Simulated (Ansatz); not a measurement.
def2 core potentials replace the inner electrons of Sn.

Calculation: frozen-core CCSD(T)/def2-TZVPP // PBE0-D3(BJ)/def2-SVP (Ansatz, a program for electronic structure).

Ansatz 0.2 input:
```yaml
crystal:
  periodic: [false, false, false]
  atoms:
    - { symbol: O, position_ang: [-1.076125, 0.443566, 1.805864] }
    - { symbol: Sn, position_ang: [-0.389657, 0.112461, -0.01123] }
    - { symbol: O, position_ang: [-1.501014, -1.288708, -0.838438] }
    - { symbol: O, position_ang: [-0.611893, 1.766244, -1.059243] }
    - { symbol: C, position_ang: [1.721157, -0.497441, 0.049521] }
    - { symbol: F, position_ang: [1.864129, -1.649158, 0.704179] }
    - { symbol: F, position_ang: [2.463471, 0.421886, 0.665406] }
    - { symbol: F, position_ang: [2.204036, -0.660224, -1.181663] }
    - { symbol: H, position_ang: [-1.795558, -0.165273, 2.017004] }
    - { symbol: H, position_ang: [-1.920537, -0.96221, -1.64482] }
    - { symbol: H, position_ang: [-0.957908, 2.478758, -0.506579] }
basis:
  gaussian: { orbitals: def2-TZVPP }
correlation:
  method: ccsd_t
```

Output:

```
Functional definition: HF
2163 factors; integrals over basis functions are off by at most 7.7e-4 eV
mean field evaluation 1: about -21110.1217 eV, gradient 7.5e1 eV
mean field evaluation 2: about -21110.4337 eV, gradient 7.6e1 eV
mean field evaluation 4: about -21120.5243 eV, gradient 4.3e0 eV
mean field evaluation 8: about -21120.6360 eV, gradient 4.1e-1 eV
mean field evaluation 16: about -21120.6366 eV, gradient 1.5e-6 eV
mean field -21120.63657625 eV, -776.1690780955 hartree, gradient 1.5e-6 eV, S^2 0.000000; 0 other end points of the search recorded, 0 dependent functions left out
11 core orbitals not correlated
reference -21120.63657625 eV, -776.1690780955 hartree; 30, 30 occupied and 268, 268 virtual orbitals, 2163 factors
second order -53.06274489 eV of doubles, -0.00000000 eV of singles
cycle   1  -51.51826589 eV  change     1.5e0 eV  update   1.6e-1
cycle   2  -52.67970092 eV  change    -1.2e0 eV  update   5.0e-2
cycle   3  -52.95096172 eV  change   -2.7e-1 eV  update   2.5e-2
cycle   4  -52.91746426 eV  change    3.3e-2 eV  update   6.7e-3
cycle   5  -52.90848557 eV  change    9.0e-3 eV  update   3.0e-3
cycle   6  -52.91135592 eV  change   -2.9e-3 eV  update   1.0e-3
cycle   7  -52.91130972 eV  change    4.6e-5 eV  update   3.7e-4
cycle   8  -52.91093215 eV  change    3.8e-4 eV  update   1.1e-4
cycle   9  -52.91094687 eV  change   -1.5e-5 eV  update   4.5e-5
perturbative correction -1.83246816 eV, -0.0673419630 hartree
Total energy: -21175.37999128 eV, -778.1808614914 hartree
```

Cost: about 90 core-minutes (a rough figure).
